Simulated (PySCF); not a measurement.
## Static response to an electric field

Compound: C₈H₇FO.
Structure used (PBE0-D3(BJ)/def2-SVP), in Å, numbered top down from 1:
```xyz
17
C8H7FO angstrom
C      2.6359   -0.6486   -0.1957
C      1.7495    0.4765    0.2785
O      2.2196    1.4679    0.7927
C      0.2706    0.3421    0.1004
C     -0.5431    1.3950    0.5420
C     -1.9231    1.3353    0.4088
C     -2.4891    0.2047   -0.1745
F     -3.8094    0.1367   -0.3051
C     -1.7115   -0.8567   -0.6237
C     -0.3296   -0.7810   -0.4828
H      2.5060   -0.8243   -1.2747
H      2.3894   -1.5885    0.3222
H      3.6798   -0.3832    0.0083
H     -0.0548    2.2610    0.9937
H     -2.5722    2.1451    0.7468
H     -2.1982   -1.7228   -1.0748
H      0.2812   -1.6143   -0.8352
```

Level: PBE0/def2-SVPD (PySCF), static field, nuclei fixed, core orbitals frozen in the response. The polarisability tensor in these axes (au):

```
x   130.13  -0.22   5.45
y    -0.22  93.65  17.47
z     5.45  17.47  65.94
```

**Question.** Give the principal values, the mean and the anisotropy Δα = √{½[(α1 − α2)² + (α2 − α3)² + (α1 − α3)²]}.

**Answer.** Principal values 57.16, 101.92 and 130.64 au; mean 96.57 au = 14.31 Å³ = 15.92 × 10⁻⁴⁰ C²·m²/J; Δα = 64.14 au (66 % of the mean).

**Question.** What is the dipole moment, and where does it point?

**Answer.** (-0.41, -2.22, -1.11) D, 2.52 D in size, pointing from the negative to the positive side. Measured along this direction, the outermost atoms are H14 at the negative end and H16 at the positive end.

**Question.** Directions of the eigenvectors, and the extent of the frame along each?

**Answer.** Largest value along (0.99, 0.04, 0.09), where the nuclei span 7.46 Å; middle along (-0.08, 0.90, 0.43), 4.31 Å; least along (-0.07, -0.43, 0.90), 1.77 Å. The response follows the extents in order.

**Question.** Give the eigenvalues of the traceless quadrupole moment Θ = ½Σq(3rr − r²1), origin at the centre of nuclear charge.

**Answer.** -15.12, 0.17, 14.95 D·Å. The values depend on the origin, since the dipole doesn't vanish. The electronic extent ⟨r²⟩ about the same centre is 1636 bohr², a root-mean-square distance of 2.52 Å for the 72 electrons.

**Question.** Rayleigh depolarisation ratio (linearly polarised light, static tensor)?

**Answer.** ρ = 3Δα²/(45ᾱ² + 4Δα²) = 12342.4/(419695 + 16456.5) = 0.0283.

**Question.** What molar refraction does this α imply?

**Answer.** Lorentz–Lorenz: R = (4π/3)N_A α = 2.5225 cm³/(mol·Å³) × 14.31 Å³ = 36.1 cm³/mol, in the limit of long wavelengths.

Isolated species at its PBE0-D3(BJ)/def2-SVP geometry (one conformer only).
